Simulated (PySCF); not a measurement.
Estimate the missing entries of this data sheet.

Species: C₅H₁₀N₂.
SMILES: `C=N/N=C(\C)CC`

Conformer (atom-mapped SMILES and torsion angles): `[CH2:1]=[N:2]/[N:3]=[C:4](\[CH3:5])[CH2:6][CH3:7]`: C1–N2–N3–C4 -99°, N3–C4–C6–C7 108°.

```csv
property,level,value
point group of the GFN2-xTB geometry,GFN2-xTB,?
"rotational constants A, B, C of the GFN2-xTB geometry",GFN2-xTB,"6.086, 1.437, 1.283 GHz"
dipole moment,B3LYP/def2-SVPD,1.99 D
HOMO energy,B3LYP/def2-SVPD,?
LUMO energy,B3LYP/def2-SVPD,?
lowest singlet excitation,TDDFT B3LYP/def2-SVPD,?
strongest line among the 8 lowest singlet transitions,TDDFT B3LYP/def2-SVPD,"S4 at 6.00 eV (206 nm, f = 0.418)"
lowest triplet excitation (Tamm–Dancoff),TDA B3LYP/def2-SVPD,3.86 eV
static isotropic polarisability,B3LYP/def2-SVPD,84.4 au
electronic spatial extent ⟨r²⟩ about the centre of nuclear charge,B3LYP/def2-SVPD,985 bohr²
13C chemical shifts (computed TMS as zero) by class,GIAO PBE0/pcSseg-1,"136.5 (1 C), 117.7 (1 C), 37.6 (1 C), 14.6 (1 C), 12.5 (1 C) ppm"
1H chemical shifts (computed TMS as zero) by class,GIAO PBE0/pcSseg-1,"6.16 (1 H), 6.13 (1 H), 2.23 (2 H), 1.67 (3 H), 1.17 (3 H) ppm"
"isotropic shieldings of nuclei other than C and H, by class",GIAO PBE0/pcSseg-1,"-144 (1 N), -116 (1 N) ppm"
largest of the computed one-bond spin–spin couplings (means over like bonds),"B3LYP/pcJ-1, spin–dipole term left out",?
```

The electronic properties come from PySCF, for the isolated species, density fitting. One conformer (not necessarily the lowest) at the GFN2-xTB geometry, without solvent or vibrations. GFN2-xTB frequencies show an imaginary mode (30i cm⁻¹), so this geometry is no minimum at that level. NMR classes are plain means over equivalent atoms (diastereotopic ones count apart unless rotation or inversion swaps them), as if these changed places fast; in this geometry the members of some classes differ.

Problem. Give the largest of the computed one-bond spin–spin couplings (means over like bonds).

Solution. 13C–1H +195.9, 13C–1H +165.1, 13C–1H +134.3 (×2), 13C–1H +133.8 (×3), 13C–1H +133.2 (×3), 13C–13C +55.6, 13C–13C +40.1, 13C–13C +32.8 Hz.

Problem. The HOMO energy?

Solution. -6.49 eV.

Problem. The lowest singlet excitation?

Solution. 4.65 eV (267 nm, f = 0.005).

Problem. Give the point group of the GFN2-xTB geometry.

Solution. C1.

Problem. What is the LUMO energy?

Solution. -0.50 eV.

A dipole of 1.99 D is allowed in C1, and pure rotational transitions are dipole-allowed. With B = h/(8π²I), that is 505.379 GHz u Å² over I, the principal moments of inertia are 83.0, 351.8 and 393.8 u Å² (most abundant isotopes). The vertical singlet–triplet gap S1 − T1 is 0.79 eV (TDDFT singlet less Tamm–Dancoff triplet; S1: HOMO→LUMO, weight 0.85; T1: HOMO−1→LUMO, weight 0.50, beside HOMO→LUMO, weight 0.39).
